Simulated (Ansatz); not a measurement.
Method: PBE0-D4/def2-TZVP (Ansatz, an electronic-structure program). No frequencies were computed at this level.

Ansatz 0.2 input:
```yaml
crystal:
  periodic: [false, false, false]
  atoms:
    - { symbol: N, position_ang: [1.683699, -0.324056, -0.082413] }
    - { symbol: Ga, position_ang: [-0.011502, 0.36872, -0.189652] }
    - { symbol: N, position_ang: [-1.659159, -0.431392, -0.090012] }
    - { symbol: F, position_ang: [-0.063756, 2.031188, -0.739355] }
    - { symbol: H, position_ang: [2.417919, 0.375475, -0.027731] }
    - { symbol: H, position_ang: [1.873476, -1.059116, 0.588314] }
    - { symbol: H, position_ang: [-1.803301, -1.179665, 0.577396] }
    - { symbol: H, position_ang: [-2.437375, 0.218844, -0.036547] }
basis:
  gaussian: { orbitals: def2-tzvp }
hamiltonian:
  xc: pbe0
  dispersion: d4
relax:
  max_steps: 150
```

Output:

```
Functional definition: PBE0
1055 factors; their error is unknown
mean field evaluation 1: about -58117.4163 eV, gradient 9.2e1 eV
mean field evaluation 2: about -58095.0211 eV, gradient 1.4e2 eV
mean field evaluation 4: about -58131.8098 eV, gradient 5.8e0 eV
mean field evaluation 8: about -58131.8414 eV, gradient 1.7e-1 eV
mean field evaluation 16: about -58132.0387 eV, gradient 2.1e-4 eV
mean field -58132.03870043 eV, -2136.3130189298 hartree, gradient 6.2e-5 eV, S^2 0.000000; 0 other end points of the search recorded, 0 dependent functions left out
reference -58132.03872853 eV, -2136.3130199623 hartree; 29, 29 occupied and 136, 136 virtual orbitals, 1055 factors
relax step   1: F+E_penalty+E_count = -58132.14731935 eV  Δ(F+E_penalty+E_count) = +0.000e0 eV  max|allowed force component| = 4.806e-1 eV/Å  Δτ_max = 0.0000 Å  (27 SCF iters, accepted)
these checks for a lower state are left out or cut short: starts, cluster_reference, orbital_swaps, neighbouring_geometries, increment
1055 factors; their error is unknown
mean field -58132.05452643 eV, -2136.3136005244 hartree, gradient 1.8e-5 eV, S^2 0.000000; 0 other end points of the search recorded, 0 dependent functions left out
reference -58132.05455454 eV, -2136.3136015575 hartree; 29, 29 occupied and 136, 136 virtual orbitals, 1055 factors
relax step   2: F+E_penalty+E_count = -58132.16364658 eV  Δ(F+E_penalty+E_count) = -1.633e-2 eV  max|allowed force component| = 2.606e-1 eV/Å  Δτ_max = 0.0413 Å  (30 SCF iters, accepted)
these checks for a lower state are left out or cut short: starts, cluster_reference, orbital_swaps, neighbouring_geometries, increment
1055 factors; their error is unknown
mean field evaluation 32: about -58132.0644 eV, gradient 2.1e-5 eV
mean field -58132.06442418 eV, -2136.3139642601 hartree, gradient 2.1e-5 eV, S^2 0.000000; 0 other end points of the search recorded, 0 dependent functions left out
reference -58132.06445234 eV, -2136.3139652951 hartree; 29, 29 occupied and 136, 136 virtual orbitals, 1055 factors
relax step   3: F+E_penalty+E_count = -58132.17413341 eV  Δ(F+E_penalty+E_count) = -1.049e-2 eV  max|allowed force component| = 9.525e-2 eV/Å  Δτ_max = 0.0471 Å  (28 SCF iters, accepted)
these checks for a lower state are left out or cut short: starts, cluster_reference, orbital_swaps, neighbouring_geometries, increment
1055 factors; their error is unknown
mean field -58132.06817220 eV, -2136.3141019975 hartree, gradient 1.7e-5 eV, S^2 0.000000; 0 other end points of the search recorded, 0 dependent functions left out
reference -58132.06820046 eV, -2136.3141030358 hartree; 29, 29 occupied and 136, 136 virtual orbitals, 1055 factors
relax step   4: F+E_penalty+E_count = -58132.17806803 eV  Δ(F+E_penalty+E_count) = -3.935e-3 eV  max|allowed force component| = 1.560e-1 eV/Å  Δτ_max = 0.0394 Å  (29 SCF iters, accepted)
these checks for a lower state are left out or cut short: starts, cluster_reference, orbital_swaps, neighbouring_geometries, increment
1055 factors; their error is unknown
mean field -58132.07002402 eV, -2136.3141700506 hartree, gradient 1.8e-5 eV, S^2 0.000000; 0 other end points of the search recorded, 0 dependent functions left out
reference -58132.07005230 eV, -2136.3141710896 hartree; 29, 29 occupied and 136, 136 virtual orbitals, 1055 factors
relax step   5: F+E_penalty+E_count = -58132.17989843 eV  Δ(F+E_penalty+E_count) = -1.830e-3 eV  max|allowed force component| = 9.805e-2 eV/Å  Δτ_max = 0.0123 Å  (30 SCF iters, accepted)
these checks for a lower state are left out or cut short: starts, cluster_reference, orbital_swaps, neighbouring_geometries, increment
1055 factors; their error is unknown
mean field -58132.07081400 eV, -2136.3141990817 hartree, gradient 1.7e-5 eV, S^2 0.000000; 0 other end points of the search recorded, 0 dependent functions left out
reference -58132.07084228 eV, -2136.3142001211 hartree; 29, 29 occupied and 136, 136 virtual orbitals, 1055 factors
relax step   6: F+E_penalty+E_count = -58132.18072555 eV  Δ(F+E_penalty+E_count) = -8.271e-4 eV  max|allowed force component| = 1.470e-2 eV/Å  Δτ_max = 0.0193 Å  (31 SCF iters, accepted)
these checks for a lower state are left out or cut short: starts, cluster_reference, orbital_swaps, neighbouring_geometries, increment
1055 factors; their error is unknown
mean field -58132.07087446 eV, -2136.3142013037 hartree, gradient 1.7e-5 eV, S^2 0.000000; 0 other end points of the search recorded, 0 dependent functions left out
reference -58132.07090276 eV, -2136.3142023434 hartree; 29, 29 occupied and 136, 136 virtual orbitals, 1055 factors
relax step   7: F+E_penalty+E_count = -58132.18079604 eV  Δ(F+E_penalty+E_count) = -7.049e-5 eV  max|allowed force component| = 3.306e-3 eV/Å  Δτ_max = 0.0060 Å  (32 SCF iters, accepted)
1055 factors; their error is unknown
mean field evaluation 64: about -58132.0709 eV, gradient 8.1e-5 eV
mean field -58132.07087446 eV, -2136.3142013037 hartree, gradient 1.7e-5 eV, S^2 0.000000; 1 other end points of the search recorded, 0 dependent functions left out
reference -58132.07090276 eV, -2136.3142023434 hartree; 29, 29 occupied and 136, 136 virtual orbitals, 1055 factors
Total energy: -58132.18082433 eV, -2136.3182418868 hartree
Atom 0 at     1.637872    -0.278481    -0.003793 Å, force     0.002645    -0.002350     0.002036 eV/Å
Atom 1 at    -0.013318     0.425040    -0.197320 Å, force     0.000233    -0.002932     0.001496 eV/Å
Atom 2 at    -1.616411    -0.383791    -0.011056 Å, force    -0.002609    -0.002468     0.001984 eV/Å
Atom 3 at    -0.065105     2.069662    -0.816636 Å, force    -0.000034    -0.001137     0.000191 eV/Å
Atom 4 at     2.440372     0.328447    -0.014911 Å, force    -0.002060     0.001134    -0.000504 eV/Å
Atom 5 at     1.806516    -1.108159     0.538751 Å, force    -0.002396     0.003166    -0.002360 eV/Å
Atom 6 at    -1.733500    -1.222688     0.530887 Å, force     0.002247     0.003306    -0.002359 eV/Å
Atom 7 at    -2.456425     0.169967    -0.025921 Å, force     0.001975     0.001282    -0.000485 eV/Å
Dipole moment:     0.014252    -0.472506     0.447313 e Å
```

Cost: about 50 core-seconds (a rough figure).
